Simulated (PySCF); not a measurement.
## Stretching InAs

Set-up: In def2-TZVPPD with ECP28, As def2-TZVPPD; scalar-relativistic core potentials (PySCF 2.14). Energies in eV from In + As in their ground configurations at the same level. State: ³Σ⁻ (triplet), unpaired electrons π ↑↑.

```json
{"R (Å)": "2.365", "UHF-CCSD(T)": "", "PBE": "-1.358", "BHandHLYP": "-1.139", "r²SCAN": "-1.346"}
{"R (Å)": "2.475", "UHF-CCSD(T)": "-1.439", "PBE": "-1.714", "BHandHLYP": "-1.488", "r²SCAN": "-1.682"}
{"R (Å)": "2.585", "UHF-CCSD(T)": "-1.616", "PBE": "-1.914", "BHandHLYP": "-1.677", "r²SCAN": "-1.862"}
{"R (Å)": "2.667", "UHF-CCSD(T)": "-1.674", "PBE": "-1.990", "BHandHLYP": "-1.743", "r²SCAN": "-1.924"}
{"R (Å)": "2.750", "UHF-CCSD(T)": "-1.685", "PBE": "-2.019", "BHandHLYP": "-1.760", "r²SCAN": "-1.939"}
{"R (Å)": "2.833", "UHF-CCSD(T)": "-1.662", "PBE": "-2.012", "BHandHLYP": "-1.741", "r²SCAN": "-1.918"}
{"R (Å)": "2.942", "UHF-CCSD(T)": "-1.591", "PBE": "-1.961", "BHandHLYP": "-1.674", "r²SCAN": "-1.851"}
{"R (Å)": "3.080", "UHF-CCSD(T)": "-1.462", "PBE": "-1.852", "BHandHLYP": "-1.545", "r²SCAN": "-1.724"}
{"R (Å)": "3.245", "UHF-CCSD(T)": "-1.273", "PBE": "-1.682", "BHandHLYP": "-1.354", "r²SCAN": "-1.536"}
{"R (Å)": "3.465", "UHF-CCSD(T)": "", "PBE": "-1.429", "BHandHLYP": "-1.077", "r²SCAN": "-1.266"}
```

Question: Put a parabola through the three lowest points of the UHF-CCSD(T) curve and estimate Re, k and ωe (reduced mass 45.35 u; 1 eV/Å² = 0.16022 mdyn/Å; ωe = 1302.8·√(k/μ) cm⁻¹).

Answer: Through R = 2.667, 2.75, 2.833 Å the second-order coefficient is 2.47 eV/Å², so Re ≈ 2.735 Å, k ≈ 0.791 mdyn/Å and ωe ≈ 172 cm⁻¹. A polynomial fit of higher order to the unrounded UHF-CCSD(T) energies gives Re = 2.732 Å, k = 0.872 mdyn/Å, ωe = 181 cm⁻¹; anharmonicity and rounding make the difference.

The higher-order fit for each curve: UHF-CCSD(T): Re = 2.732 Å, ωe = 181 cm⁻¹, De = 1.69 eV; PBE: Re = 2.772 Å, ωe = 172 cm⁻¹, De = 2.02 eV; BHandHLYP: Re = 2.744 Å, ωe = 181 cm⁻¹, De = 1.76 eV; r²SCAN: Re = 2.740 Å, ωe = 179 cm⁻¹, De = 1.94 eV.

Correlated steps freeze 13 core orbitals. These are scalar-relativistic numbers at best; spin–orbit coupling would shift them, the dissociation energy most. The state is the lowest determinant that a PBE0 search found; another state may lie lower at other levels.
